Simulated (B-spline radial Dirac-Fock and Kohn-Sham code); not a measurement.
Level of theory: the Dirac equation of a negative muon with reduced mass in the field of a spherical finite nucleus, with the Uehling potential to all orders; nuclear polarisation, deformation, hyperfine structure, self-energy, higher-order vacuum polarisation, relativistic recoil and electron screening are left out; a B-spline atomic structure program. The nuclear charge is a Fermi distribution (skin thickness 2.3 fm).

Task: A muonic atom of atomic mass 205.98 u emits these computed lines: 2p3/2 → 1s1/2 5809 keV, 3d5/2 → 2p3/2 2391 keV, 4f7/2 → 3d5/2 892.5 keV, 5g9/2 → 4f7/2 410.4 keV. Which element is it, and what rms charge radius was used?

Result: Mercury (Z = 80, nuclide ²⁰⁶Hg); the high transitions hardly feel the nucleus and fix Z. The 2p → 1s line lies 9455 keV below the value for a point nucleus without QED, which for this nuclear model gives a radius near 5.48 fm (5.4837 fm was used).
